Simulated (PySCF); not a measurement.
Bonds (- single, = double, # triple, : aromatic): C1=C2, C2-C3, C3-C4, C4-C5, C4-C6, C6-P7, P7=O8, P7-C3. C1 carries H9, H10; C2 carries H11; C3 carries H12; C4 carries H13; C5 carries H14, H15, H16; C6 carries H17, H18; P7 carries H19. Stereochemistry as in C=C[C@@H]1[C@@H](C)C[P@H]1=O. H18 is cis to C2 on the ring; H9 is cis to C3; H17 is trans to C2 on the ring; H10 is trans to C3.

- shielding tensors at PBE0/pcSseg-1 (GIAO)
- coordinates at the GFN2-xTB level
- run in PySCF 2.14.0 with density-fitted response routines
- non-relativistic Hamiltonian, averaged over atoms made equivalent by symmetry, fast rotation or ring inversion, no solvent, one conformer

δ = σ(ref) − σ, references computed at the same level: ¹³C (186.93 ppm) vs TMS.

**Question.** Do the ¹³C shifts follow the atomic charges (in e)? Tabulate both.

**Answer.** 
```csv
atoms,hybridisation,δ (ppm),σ para (ppm),Hirshfeld,IAO,Mulliken,ESP-fitted
C2,sp2,143.4,-211,-0.04,-0.14,-0.12,-0.12
C1,sp2,124.0,-192,-0.10,-0.32,-0.16,-0.47
C3,sp3,67.5,-140,-0.07,-0.37,-0.47,-0.27
C6,sp3,44.2,-117,-0.12,-0.53,-0.40,-0.51
C4,sp3,26.1,-92,-0.02,-0.10,-0.34,+0.31
C5,sp3,23.8,-83,-0.12,-0.42,-0.17,-0.48
```

Correlation coefficients of δ with charge over these carbons: Hirshfeld +0.15, IAO +0.33, Mulliken +0.51, ESP-fitted -0.12; with the paramagnetic shielding -1.00. Among the 4 sp3 carbons alone: Hirshfeld -0.04, IAO -0.34, Mulliken -0.84, ESP-fitted -0.25. With so few points, grouped by hybridisation, these coefficients are fragile. Charge is one influence among several: hybridisation and low-lying excitations act through the paramagnetic term.

Shifts are as computed. Against solution values, carbons near 30 ppm lie about +3 ppm off and those near 130 ppm about +5 ppm. Of 1211 compounds with measured shifts, 218 miss one by over three times the rms of a fit or turn the order of signals round; such compounds aren't used in these exercises.
